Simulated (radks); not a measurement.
Values are calculated unless marked as measured or tabulated.
Task: Isoelectronic series with 12 electrons, all held in the configuration [Ne] 3s2, which need not be the ground one along the series. Code: a radial shooting solver on a logarithmic mesh with Libxc functionals. Model: non-relativistic Kohn-Sham, SCAN, spin-polarised, spherical densities, point nucleus; meta-GGA in the generalised Kohn-Sham scheme. Total energies (hartree) and screening constants sigma, defined by e = -(Z - sigma)^2 / (2 n^2) hartree:

| ion | E (hartree) | 3s | 2p |
|---|---|---|---|
| Sc9+ | -731.40806 | 9.101 | 7.831 |
| Zn18+ | -1605.16610 | 8.903 | 7.720 |
| As21+ | -1972.44073 | 8.868 | 7.699 |

Estimate the row of Kr24+.

Result: E (hartree) -2377.72213; 3s 8.839; 2p 7.683.
